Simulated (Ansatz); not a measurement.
Consider the formal exchange of groups at a Te–C bond: `C[Te]C(C)=N` + `CC` → `CC[Te]C` + `CC=N`.

Program: Ansatz. Geometries: PBE0-D4/def2-TZVP. ΔE: electronic, gas phase. CCSD(T)/CBS adds triple-zeta CCSD(T) − MP2 to the extrapolated MP2 energy (def2 sets, frozen cores). This one scheme is used for every species. Functionals use def2-TZVPP. B3LYP here is the variant with VWN-RPA as its local correlation; programs differ in this. Elements past krypton have def2 core potentials. For Te outer-core shells are correlated without core-valence functions, which leaves a few kJ/mol of doubt a bond. One conformer a species, not always the lowest.

Task: Is it downhill or uphill in electronic energy at CCSD(T)/CBS, and by how much? (Estimate.)

Result: Computed: Uphill: ΔE = +19.1 kJ/mol.

Task: What do these levels give: B2PLYP, PBE, r2SCAN, B3LYP, MP2/CBS(def2), CCSD/CBS(def2)? (Estimate.)

Result: Ansatz gave: B2PLYP 22.5, PBE 28.7, r2SCAN 30.8, B3LYP 21.9, MP2/CBS(def2) 23.4, CCSD/CBS(def2) 15.2 kJ/mol.

Largest T1 diagnostic among the species: 0.012.

In def2-TZVPP, CCSD(T) changes the Hartree–Fock value by +12.9 kJ/mol (the triples alone add +4.0 kJ/mol) and MP2 by +17.2 kJ/mol. From PBE to PBE0 (25 % exact exchange), in def2-TZVPP and without D4, ΔE moves by −6.8 kJ/mol.
